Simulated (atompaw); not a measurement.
**europium (Eu): one change to a PAW (atompaw) potential, before and after**

```json
{
 "Element": "europium",
 "Generator": "atompaw 4.2.0.5",
 "Type": "PAW",
 "Functional": "PBEsol",
 "Relativity": "scalar-relativistic",
 "Frozen core": "[Kr] 4d10",
 "Valence charge": "17",
 "Reference configuration": "4f7 5s2 5p6 5d0 6s2 6p0",
 "Partial waves": "5s (bound): rc 1.95 bohr; 6s (bound): rc 2.35 bohr; 5p (bound): rc 2.15 bohr; 6p (bound, empty): rc 2.55 bohr; 5d (bound, empty): rc 2.55 bohr; 5d channel at 3.25 Ry: rc 2.30 bohr; 4f (bound): rc 1.25 bohr; 4f channel at 4.15 Ry: rc 1.25 bohr",
 "Local potential": "vpsmatchnc scheme with l = 4 at -0.5 Ry, radius 1.85 bohr",
 "Core correction": "smooth core density matched at 1.80 bohr",
 "Augmentation charge": "gaussian compensation charge, radius 2.50 bohr; PAW radius 2.55 bohr; waves and projectors: custom polynom vanderbiltortho"
}
```

Change: all radii scaled by about 1.31 (s 2.56, p 2.82, d 3.34, f 1.64 bohr); local potential vpsmatchnc scheme with l = 4 at -0.5 Ry, radius 2.42 bohr; augmentation gaussian compensation charge, radius 3.28 bohr; PAW radius 3.34 bohr; waves and projectors: custom polynom vanderbiltortho; core correction smooth core density matched at 2.36 bohr.

Cutoffs: the cutoffs (Ry, on a coarse ladder) from which the occupation-weighted sum of valence levels, in a spherical-Bessel basis at the reference potential, stays within 10 and 1 mRy of its value at 400 Ry; they do not see the model core or the augmentation charge, which bear on the density cutoff.

Q: What does the change do?

A: The potential gets softer (140 Ry and 200 Ry → 70 Ry and 110 Ry); the bound ghost in s disappears. A larger radius leaves more room for a smooth pseudo-wave, so fewer plane waves are needed.

| quantity | base | changed |
| --- | --- | --- |
| cutoff, loose | 140 Ry | 70 Ry |
| cutoff, tight | 200 Ry | 110 Ry |
| loose cutoff by channel (10 mRy a level) | s 10 Ry, p 12 Ry, f 90 Ry | s 8 Ry, p 8 Ry, f 40 Ry |
| bound ghosts | s | none |
| lowest overlap eigenvalue by channel | s 0.41, p 0.72, d 1.00, f 0.96 | s 0.56, p 0.67, d 0.97, f 0.97 |

 A true bound ghost makes a file unfit for plane-wave use even where its test errors are small: the radial tests pick states by their node count and pass the ghost by. The cutoffs see the waves, projectors and local potential, not the compensation charge or the core.
